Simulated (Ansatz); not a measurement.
Born–Oppenheimer molecular dynamics of a periodic cell of 21 atoms, LiH$_{13}$O$_{7}$ (contents 6 H2O + 1 Li + 1 OH, density as packed 0.89 g/cm³ with natural masses). It starts from a partly relaxed structure (largest force component 0.45 eV/Å).

All numbers below come from Ansatz 0.2.0, DFT PBE-D3(BJ), scalar-relativistic, plane waves, PAW. Settings: cutoff 420 eV, k mesh 1x1x1, fermi-dirac smearing 0.02 eV, no spin polarisation.

```
ensemble        : NVT, Langevin thermostat
time step       : 0.5 fs
steps asked     : 300
set temperature : 350 K
friction        : 0.02 /fs
seed            : 177976
```

First frame:

```xyz
21
Lattice="6.2692 0.0000 0.0000 0.0000 6.2692 0.0000 0.0000 0.0000 6.2692" Properties=species:S:1:pos:R:3
O 3.984 1.552 0.993
H 3.265 2.136 1.321
H 3.738 1.426 0.055
O 0.285 6.512 4.832
H 0.051 5.911 5.555
H 0.950 6.007 4.262
O 2.895 1.411 4.473
H 2.805 0.444 4.143
H 3.782 1.754 4.222
O 1.722 3.772 5.616
H 1.909 4.145 6.493
H 2.117 4.383 4.923
O 1.710 2.896 2.352
H 1.883 3.796 2.759
H 2.149 2.292 2.996
O 5.443 2.798 3.920
H 5.175 3.733 3.934
H 5.892 2.696 3.048
Li 0.984 2.088 5.065
O 2.285 5.310 3.552
H 2.764 5.529 2.738
```

**Question.** What does the run give?

**Answer.** The run went to its last step.

```
steps done                                               : 300
time covered                                             : 150 fs
mean temperature over the second half                    : 364 K
spread of the potential energy over the second half      : 5.4 meV per atom
mean potential energy of the second half above the start : 34.1 meV per atom
```

A run of 0.15 ps of so small a system gives no equilibrium averages. Limits of this set-up: coarse k mesh.

**Question.** What happens to the structure?

**Answer.** Mean squared displacements from the first frame to the last, about the centre of mass: O 0.14 Å², H 0.24 Å², Li 0.27 Å². Another seed would give other details.

**Question.** How do temperature and energy run in time?

**Answer.** 
| time (fs) | T (K) | potential energy less start (eV) |
| --- | --- | --- |
| 0.0 | 333 | 0.000 |
| 12.5 | 278 | 0.355 |
| 25.0 | 251 | 0.527 |
| 37.5 | 239 | 0.591 |
| 50.0 | 245 | 0.667 |
| 62.5 | 288 | 0.647 |
| 75.0 | 328 | 0.728 |
| 87.5 | 370 | 0.737 |
| 100.0 | 334 | 0.804 |
| 112.5 | 383 | 0.807 |
| 125.0 | 364 | 0.706 |
| 137.5 | 471 | 0.543 |
| 150.0 | 338 | 0.589 |

Run time: 6.1 min on 1 thread of Arm Neoverse V1 (shared host), peak memory 0.34 GiB.
